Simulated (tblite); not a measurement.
Q: Write a Z-matrix for `C=C[C@@](C=O)(C[SiH3])O[SiH3]` as optimised with GFN2-xTB.

A: 
Z-matrix in Å and degrees, rows numbered from 1:
```
C 
C   1  1.3185
C   2  1.5198  1  123.87
C   3  1.5067  2  103.65  1   120.01
O   4  1.1978  3  123.63  2  -109.80
C   3  1.5348  2  109.62  1  -121.73
Si  6  1.9083  3  110.09  2   168.89
O   3  1.3820  2  112.28  1    -0.18
Si  8  1.6330  3  130.46  2    95.95
H   1  1.0764  2  121.73  3   178.19
H   1  1.0766  2  121.10  3    -1.10
H   2  1.0816  1  121.89  3  -178.20
H   4  1.1041  3  114.49  2    67.83
H   6  1.0904  3  109.62  2   -67.53
H   6  1.0911  3  107.95  2    48.89
H   7  1.4649  6  108.18  3    54.83
H   7  1.4673  6  105.84  3   171.95
H   7  1.4567  6  111.50  3   -68.75
H   9  1.4615  8  113.62  3   -52.60
H   9  1.4598  8  113.57  3    78.04
H   9  1.4657  8   95.28  3  -167.39
```

The 4 C–C bonds span 1.319 Å (C1=C2, drawn double) to 1.535 Å (C3–C6, drawn single), a spread of 0.216 Å. Of the pairs four or more bonds apart, O5···Si9 is among the closest relative to their van der Waals radii: 2.62 Å, 72 % of the sum of Bondi's values. The 2 C–O bonds span 1.198 Å (C4=O5, drawn double) to 1.382 Å (C3–O8, drawn single), a spread of 0.184 Å. Si7 (SiH3 silicon) is distorted tetrahedral (angles from 105.8° to 112.0°).

The geometry is computed with GFN2-xTB (gas phase).

Point group: C1 (no symmetry element, even within 0.4 Å). Its GFN2-xTB frequencies are all real (lowest 18 cm⁻¹). The numbers are those of one conformer (C1–C2–C3–C4 120°, C2–C3–C4–O5 -110°, C2–C3–C6–Si7 169°, C2–C3–O8–Si9 96°).

The run took 3.5 s wall on Arm Neoverse N1, one thread, shared host with 64 logical CPUs at a one-minute load of 61. These figures are those of the optimisation.
